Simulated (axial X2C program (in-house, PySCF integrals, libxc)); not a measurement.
**Bond lengths and stretching modes, held linear, of BrCuBr⁺**

Computed with an in-house all-electron X2C program for linear molecules (integrals from PySCF): two-component X2C with atomic mean-field Coulomb and Gaunt terms, Gaussian nuclei, basis Br dyall-av3z, Cu dyall-v3z with contracted cores. Spin-free rows use the one-electron spin-free X2C Hamiltonian.

Masses Br 78.918, Cu 62.930, Br 78.918 u. States: 2c Ω = 3 (beyond evenly filled blocks: 2 × ω = 3/2); spin-free M_S = 1, Λ = 0 (beyond evenly filled blocks: π+α, π-α).

MP2, 2c: energies above the lowest point

```csv
r(Br–Cu) (Å),r(Cu–Br) (Å),E (meV)
2.2025,2.2025,0.00
2.2025,2.2590,4.12
2.2025,2.3155,28.12
2.2590,2.2025,4.12
2.2590,2.2590,12.52
2.2590,2.3155,39.81
2.2590,2.3720,80.95
2.3155,2.2025,28.12
2.3155,2.2590,39.81
2.3155,2.3155,69.69
2.3720,2.2590,80.95
2.3720,2.3720,157.05
```

Q: Fit a quadratic surface with cubic terms in each bond: where is the minimum, and what are the two stretching wavenumbers?

A: At MP2, 2c: bonds 2.214 and 2.214 Å; harmonic stretches 164.0 and 273.3 cm⁻¹; force constants 1.12, 1.12 and coupling 0.13 mdyn/Å.

The other levels and Hamiltonians give:

| Hamiltonian | level | r(Br–Cu) (Å) | r(Cu–Br) (Å) | lower stretch (cm⁻¹) | upper stretch (cm⁻¹) |
| --- | --- | --- | --- | --- | --- |
| 2c | PBE0 | 2.255 | 2.255 | 180.7 | 244.7 |
| 2c | HF | 2.470 | 2.470 | 88.3 | 147.5 |
| 2c | r2SCAN | 2.244 | 2.244 | 187.8 | 284.2 |
| spin-free | PBE0 | 2.142 | 2.142 | 208.7 | 398.8 |
| spin-free | r2SCAN | 2.148 | 2.148 | 208.6 | 392.2 |

Each state is one determinant, the lowest of a limited PBE0 search; the stretches come from a fit to these few points and carry an uncertainty of a few per cent. Other orders of the atoms were not compared. Left out for rough or failed fits: HF spin-free, MP2 spin-free. The levels spread by more than a fifth, so the stretches depend strongly on the method. MP2 freezes inner shells (threshold -2 hartree). The molecule was held linear; bending was not examined, so a bent shape may lie lower. Open-shell Ω = 0 determinants with evenly filled partner blocks cannot be reached by this program, so the Ω shown need not be the lowest component. Note: several unpaired electrons, one determinant need not be a pure state.
